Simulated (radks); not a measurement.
The numbers below are computed, except where a source is named.
Problem. Species: Al6+. Configuration: [He] 2s2 2p3. Level of theory: non-relativistic Kohn-Sham, RPBE, spin-unpolarised, spherical densities, point nucleus (a radial shooting solver on a logarithmic mesh with Libxc functionals). Some entries of the table are withheld. Estimate them.

orbital,occ.,eigenvalue (eV),<r> (bohr),<r^2> (bohr^2)
1s,2,-1689.710,(1),(2)
2s,2,-250.5103,(3),(4)
2p,3,-216.4010,(5),0.3267

Solution. 
(1) 1s <r> (bohr): 0.1202
(2) 1s <r^2> (bohr^2): 0.01942
(3) 2s <r> (bohr): 0.5687
(4) 2s <r^2> (bohr^2): 0.3814
(5) 2p <r> (bohr): 0.5156
